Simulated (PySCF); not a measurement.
PySCF input file for Te(H)(OH) (H₂OTe), SMILES O[TeH], PBE0-D3(BJ)/def2-TZVP. The structure is a stationary point at PBE0-D3(BJ)/def2-TZVP. The def2 effective core potentials stand for the cores of Te; spin–orbit coupling is left out.

```python
import numpy as np
from pyscf import gto, scf, dft, df
from pyscf.hessian import thermo

mol = gto.M(
    atom='''
    Te   -0.18237637   -0.04686574    0.21902010
    H    -1.41051981   -0.35616273   -0.86491785
    O     1.21062176    0.20730303   -1.14115676
    H     1.20911727    1.13475689   -1.39487310
    ''',
    basis='def2-TZVP',
    ecp={'Te': 'def2-tzvp'},
    charge=0,
    spin=0,
    max_memory=1600,
    verbose=3,
)
mf = dft.RKS(mol, xc='pbe0').density_fit(auxbasis='def2-universal-jkfit')
mf.disp = 'd3bj'
mf.grids.level = 3
mf.conv_tol = 1e-11
mf.max_cycle = 100
mf.kernel()

# [left out here: the lines that compute and print the analytic Hessian (its translational invariance restored by hand, since the grid's response is missing), thermochemistry and intensities]
```

Program output:

```
converged SCF energy = -344.393748158772

WARN: DFTD3 does not support analytical Hessian, using finite difference


WARN: Mole.unit (angstrom) is changed to Bohr

Mode                                 0                   1                   2
Irrep
Freq [cm^-1]                      403.2823            617.7149            717.0226
Reduced mass [au]                   1.0749             10.0792              1.0839
Force const [Dyne/A]                0.1030              2.2660              0.3283
Char temp [K]                     580.2335            888.7541           1031.6360
Normal mode                   x     y     z       x     y     z       x     y     z
       0  Te                 0.00 -0.00 -0.00    0.02  0.00 -0.02    0.00  0.00  0.01
       1   H                -0.13  0.45  0.01   -0.11 -0.03  0.12    0.62  0.15 -0.71
       2   O                 0.04  0.01  0.05   -0.16 -0.03  0.16   -0.06 -0.01 -0.00
       3   H                -0.55 -0.17 -0.62   -0.06 -0.05  0.11   -0.07 -0.02 -0.03
Mode                                 3                   4                   5
Irrep
Freq [cm^-1]                     1027.5829           2109.9266           3865.5566
Reduced mass [au]                   1.0642              1.0162              1.0677
Force const [Dyne/A]                0.6621              2.6654              9.3999
Char temp [K]                    1478.4630           3035.7146           5561.6753
Normal mode                   x     y     z       x     y     z       x     y     z
       0  Te                 0.00  0.00 -0.00   -0.01 -0.00 -0.01    0.00  0.00 -0.00
       1   H                -0.00  0.01  0.00    0.72  0.18  0.66    0.00  0.00 -0.00
       2   O                 0.04 -0.04 -0.02   -0.00  0.00  0.00   -0.00 -0.06  0.02
       3   H                -0.73  0.14  0.62   -0.00 -0.00 -0.00    0.00  0.93 -0.26
temperature 298.1500 [K]
pressure 101325.00 [Pa]
Rotational constants [GHz] 143.26807 8.42737 8.15903
Symmetry number 1
Zero-point energy (ZPE) 0.01991 [Eh]   52283.304 [J/mol]
                           tot       elec      trans        rot        vib
Entropy [J/mol/K]       266.090      0.000    170.867     87.935      7.288
Cv [J/mol/K]             40.049      0.000     12.472     12.472     15.105
Cp [J/mol/K]             48.363      0.000     20.786     12.472     15.105
Internal energy [J/mol]                      3718.434   3718.434  53848.393
Internal energy [Eh]   -344.37041  -344.39375
Enthalpy [J/mol]                             6197.391   3718.434  53848.393
Enthalpy [Eh]          -344.36946
Gibbs free energy [J/mol]                  -44746.572 -22499.412  51675.436
Gibbs free energy [Eh] -344.39968
static polarisability / bohr^3: [[41.36   2.867 -1.804]
 [ 2.867 33.061 -0.992]
 [-1.805 -0.991 39.044]]
largest difference of analytic and finite-field dipole derivatives / e: 0.00027304367348301994
mode   freq/cm-1   IR/(km/mol)   Raman/(A^4/amu)   depolarisation
   1      403.28        78.099             5.990            0.748
   2      617.71        59.728            17.356            0.333
   3      717.02         2.548            21.139            0.682
   4     1027.58        47.215             1.315            0.522
   5     2109.93        70.416           196.369            0.305
   6     3865.56       100.935            60.456            0.200
max |gradient| / (hartree/bohr): 6.01713159735302e-05
APT charges: [ 0.4643 -0.1063 -0.6104  0.2524]
```

Self-consistency was reached.

Cost: very roughly 90 core-seconds.
